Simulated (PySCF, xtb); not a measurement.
TiOCl, SMILES [O]=[Ti][Cl] (connectivity only; charge and spin as stated), neutral, multiplicity 2.

Harmonic wavenumbers (cm⁻¹) from GFN2-xTB (xtb) at its own minimum, in rising order: 124, 372, 904.

What does PySCF with PBE0-D3(BJ)/def2-TZVP give at its own minimum? (The exact figures need the calculation; the answer reports its results.)

110, 405, 1063. Paired by order, the mean absolute difference is 69 cm⁻¹ and the zero-point energies are 2.0 and 2.3 kcal/mol.
